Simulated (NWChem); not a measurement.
System: SiH4TeSe; SMILES [SiH3][Te][SeH]

NWChem input:

```
start job
memory heap 200 mb stack 900 mb global 1100 mb
geometry units angstroms noautoz
  Te     0.757134     0.622760    -0.005116
  Se    -0.225841    -1.724004     0.099143
  H     -0.308870    -1.912014    -1.360304
  Si    -1.502693     1.718310    -0.016936
  H     -2.265031     1.346224     1.209035
  H     -2.267333     1.312602    -1.231837
  H     -1.259748     3.193357    -0.040743
end
basis spherical
  * library def2-svpd
end
ecp
  Te library def2-ecp
end
dft
  xc xcamb88 1.00 lyp 0.81 vwn_5 0.19 hfexch 1.00
  cam 0.33 cam_alpha 0.19 cam_beta 0.46
  iterations 150
end
tddft
  cis
  nroots 6
  notriplet
end
task tddft energy
```

Geometry: optimised at PBE0/def2-SVP. No frequency run checked for a minimum. def2 effective core potentials on Te; no spin-orbit coupling.

Vertical excitations in the gas phase.

### Question
What results follow from this input? (CAM-B3LYP/def2-SVPD with def2 effective core potentials on Te, TDA.) Quantities: lowest excitation, singlet (eV); oscillator strength of that lowest state; orbital gap (eV).

### Answer
```
Property                                  Result
----------------------------------------  ------
lowest excitation, singlet (eV)             3.13
oscillator strength of that lowest state   0.001
orbital gap (eV)                            6.57
```
